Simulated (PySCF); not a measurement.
Ga(OH)2(SeH) (GaH3O2Se), SMILES [OH][Ga]([OH])[SeH].

Geometry: PBE-D3(BJ)/def2-SVP. The structure was generated by enumeration; whether it is a known compound was not checked. Other conformers were not sampled.

These are PySCF 2.14.0 with TDA-PBE/def2-SVPD values and carry that method's errors.

Vertical excitations. Isolated molecule, no solvent. State labels are in the subgroup Cs.

Computed UV-visible absorptions:
```json
[
 {"state": "S1", "symmetry": "A\"", "energy (eV)": "4.28", "λ (nm)": "290", "f": "0.015", "main pairs": "HOMO→LUMO 100 %"},
 {"state": "S2", "symmetry": "A\"", "energy (eV)": "5.21", "λ (nm)": "238", "f": "0.000", "main pairs": "HOMO−1→LUMO 99 %"},
 {"state": "S3", "symmetry": "A\"", "energy (eV)": "5.27", "λ (nm)": "235", "f": "0.003", "main pairs": "HOMO→LUMO+1 99 %"},
 {"state": "S4", "symmetry": "A'", "energy (eV)": "5.51", "λ (nm)": "225", "f": "0.002", "main pairs": "HOMO→LUMO+2 71 %, HOMO−2→LUMO 27 %"},
 {"state": "S5", "symmetry": "A\"", "energy (eV)": "5.96", "λ (nm)": "208", "f": "0.039", "main pairs": "HOMO−3→LUMO 90 %"},
 {"state": "S6", "symmetry": "A\"", "energy (eV)": "6.09", "λ (nm)": "203", "f": "0.007", "main pairs": "HOMO−1→LUMO+1 92 %"},
 {"state": "S7", "symmetry": "A'", "energy (eV)": "6.18", "λ (nm)": "201", "f": "0.032", "main pairs": "HOMO−4→LUMO 65 %, HOMO−1→LUMO+2 30 %"},
 {"state": "S8", "symmetry": "A\"", "energy (eV)": "6.28", "λ (nm)": "198", "f": "0.010", "main pairs": "HOMO→LUMO+3 96 %"},
 {"state": "S9", "symmetry": "A\"", "energy (eV)": "6.37", "λ (nm)": "195", "f": "0.028", "main pairs": "HOMO→LUMO+4 95 %"},
 {"state": "S10", "symmetry": "A'", "energy (eV)": "6.38", "λ (nm)": "194", "f": "0.297", "main pairs": "HOMO−2→LUMO 43 %, HOMO−2→LUMO+1 25 %, HOMO→LUMO+2 13 %"},
 {"state": "T1", "symmetry": "A\"", "energy (eV)": "3.99", "λ (nm)": "311", "f": "0", "main pairs": "HOMO→LUMO 99 %"},
 {"state": "T2", "symmetry": "A\"", "energy (eV)": "4.88", "λ (nm)": "254", "f": "0", "main pairs": "HOMO→LUMO+1 99 %"},
 {"state": "T3", "symmetry": "A\"", "energy (eV)": "4.94", "λ (nm)": "251", "f": "0", "main pairs": "HOMO−1→LUMO 99 %"},
 {"state": "T4", "symmetry": "A'", "energy (eV)": "4.96", "λ (nm)": "250", "f": "0", "main pairs": "HOMO→LUMO+2 93 %"}
]
```
Triplets are in the Tamm–Dancoff approximation.
